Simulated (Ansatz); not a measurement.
VO(OH)3 (VO4H3). Charge 0, multiplicity 1. Geometry PBE0-D4/def2-SVP, basis def2-TZVP, Ansatz.

```csv
atom,x (Å),y (Å),z (Å)
V1,0.003,0.006,-0.001
O2,0.733,1.354,-0.207
O3,-0.885,0.061,1.507
H4,-0.876,0.842,2.072
O5,1.187,-1.283,0.052
H6,2.131,-1.108,-0.040
O7,-1.102,-0.255,-1.333
H8,-1.191,0.383,-2.050
```

```tsv
run	HOMO (eV)	LUMO (eV)
A	-8.49	-2.69
B	-8.73	-2.54
C	-10.61	-1.06
D	-9.14	-2.15
E	-7.47	-3.02
```

HSE06 is defined as in plane-wave codes, on full-range PBE exchange.

Q: The runs used CAM-B3LYP, HSE06, PBE, PBE0, r2SCANh. Estimate which is which.

A: A r2SCANh (10 % exact exchange); B HSE06 (range-separated); C CAM-B3LYP (range-separated); D PBE0 (25 % exact exchange); E PBE (0 % exact exchange). Exact exchange lowers occupied and raises empty levels; among semilocal functionals meta-GGAs tend to open the gap a little, and such runs are hard to tell apart. The gap grows from 4.45 eV (PBE) to 9.55 eV (CAM-B3LYP).
